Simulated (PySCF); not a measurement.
Bonds (- single, = double, # triple, : aromatic): C1-C2, C2-C3, C2-C4, C2-C5, C5:C6, C6:C7, C7:N8, N8:N9, N9:N10, N10:C5. C1 carries H11, H12, H13; C3 carries H14, H15, H16; C4 carries H17, H18, H19; C6 carries H20; C7 carries H21.

All values are calculated (PySCF 2.14): coordinates at the PBE0-D3(BJ)/def2-SVP level, shieldings: GIAO B3LYP/pcSseg-1. Single conformer, equivalent nuclei averaged, non-relativistic Hamiltonian, no solvent.

Referencing at the same level of theory: ¹³C (σ = 179.24 ppm), ¹H (σ = 31.38 ppm) vs TMS; NH3 for ¹⁵N (σ = 263.54 ppm).

| atoms | nucleus | count | δ (ppm) |
| --- | --- | --- | --- |
| N10 | ¹⁵N | 1 | 456.1 |
| C5 | ¹³C | 1 | 175.6 |
| N8 | ¹⁵N | 1 | 444.3 |
| C6 | ¹³C | 1 | 115.5 |
| H11/H12/H13/H14/H15/H16/H17/H18/H19 | ¹H | 9 | 1.50 |
| C1/C3/C4 | ¹³C | 3 | 31.5 |
| N9 | ¹⁵N | 1 | 548.5 |
| H20 | ¹H | 1 | 6.85 |
| C7 | ¹³C | 1 | ? |
| C2 | ¹³C | 1 | ? |
| H21 | ¹H | 1 | ? |

Question: Estimate the values marked ?.

Answer: 
- C7: 153.2 ppm, aromatic CH next to a ring nitrogen; the adjacent pyridine-type nitrogen withdraws density from it
- C2: 39.1 ppm, quaternary sp3 carbon on an aromatic ring; saturated and bonded to C and H only
- H21: 8.75 ppm, hydrogen on an aromatic CH next to a ring nitrogen; ring current plus the neighbouring ring nitrogen

Shifts are as computed. Against solution values, carbons near 30 ppm lie about +2 ppm off and those near 130 ppm about +6 ppm. Of 1313 compounds with measured shifts, 239 miss one by over three times the rms of a fit or turn the order of signals round; such compounds aren't used in these exercises. Experimental scales use liquid or dissolved standards, which lie at an offset from isolated NH3 (liquid NH3: subtract about 20 ppm). Unscaled 15N shifts of sp2 nitrogen come out 20 to 40 ppm too high even then.
